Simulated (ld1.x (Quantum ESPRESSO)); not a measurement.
# What one change does to a pseudopotential (Cr (Z = 24), ultrasoft)

| Quantity | Value |
| --- | --- |
| Element | chromium (Cr) |
| Generator | ld1.x (Quantum ESPRESSO) 7.5 |
| Type | ultrasoft |
| Functional | PBEsol |
| Relativity | non-relativistic |
| Frozen core | [Ne] |
| Valence charge | 14 |
| Reference configuration | 3s2 3p6 3d6 4s0 4p0 |
| Partial waves | 3s (bound): rcut 1.30, rcutus 1.40 bohr; 4s (bound, empty): rcut 1.30, rcutus 1.40 bohr; 3p (bound): rcut 1.35, rcutus 1.60 bohr; 4p (bound, empty): rcut 1.35, rcutus 1.60 bohr; 3d (bound): rcut 1.55, rcutus 1.80 bohr; 3d channel at 0.75 Ry: rcut 1.55, rcutus 1.80 bohr |
| Local potential | all-electron potential smoothed inside 1.75 bohr (lloc = -1) |
| Core correction | Bessel-smoothed model core, default radius (core density twice the valence density) |
| Augmentation charge | PSQ, inside the norm-conserving radii |

Change: scalar-relativistic.

Cutoffs: the cutoffs (Ry, on a coarse ladder) from which the occupation-weighted sum of valence levels, in a spherical-Bessel basis at the reference potential, stays within 10 and 1 mRy of its value at 400 Ry; they do not see the model core or the augmentation charge, which bear on the density cutoff. Errors are all-electron minus pseudo energies relative to the spin-unpolarised reference configuration.

Question: What does the change do?

Answer: The potential gets neither clearly harder nor softer (35 Ry and 60 Ry → 35 Ry and 60 Ry); of the 7 tests that both files solve, the error grows in 6 and shrinks in 1 by more than 15 % and 0.3 meV (median size 6.7 → 28.3 meV); neither file shows a bound ghost.

```tsv
quantity	base	changed
cutoff, loose	35 Ry	35 Ry
cutoff, tight	60 Ry	60 Ry
loose cutoff by channel (10 mRy a level)	s 21 Ry, p 25 Ry, d 25 Ry	s 25 Ry, p 25 Ry, d 25 Ry
bound ghosts	none	none
error for 3s2 3p6 3d5 4s1 4p0, meV [ΔE -1.58 → -1.73 eV]	+1.3	+5.0
error for 3s2 3p6 3d5 4s0 4p0, meV [ΔE 5.17 → 5.15 eV]	-6.7	+5.2
error for 3s2 3p6 3d4 4s0 4p0, meV [ΔE 21.28 → 21.16 eV]	+2.7	+34
error for 3s2 3p6 3d4 4s1 4p1, meV [ΔE 2.08 → 1.81 eV]	+25	+38
error for 3s2 3p6 3d5 4s0 4p1, meV [ΔE 1.47 → 1.42 eV]	-0.5	+4.7
error for 3s2 3p6 3d4 4s2 4p0, meV [ΔE -1.45 → -1.82 eV]	+27	+37
error for 3s1 3p6 3d5 4s1 4p0, meV [ΔE 77.01 → 78.31 eV]	+15	+28
s: phases at 1.95 bohr within 0.05 rad from the reference energy up to (Ry; the scan ends near 5)	to the end of the scan	to the end of the scan
p: phases at 1.95 bohr within 0.05 rad from the reference energy up to (Ry; the scan ends near 5)	to the end of the scan	to the end of the scan
d: phases at 1.95 bohr within 0.05 rad from the reference energy up to (Ry; the scan ends near 5)	3.9	4.0
lowest overlap eigenvalue by channel	s 0.19, p 0.13, d 1.00	s 0.18, p 0.13, d 1.00
```
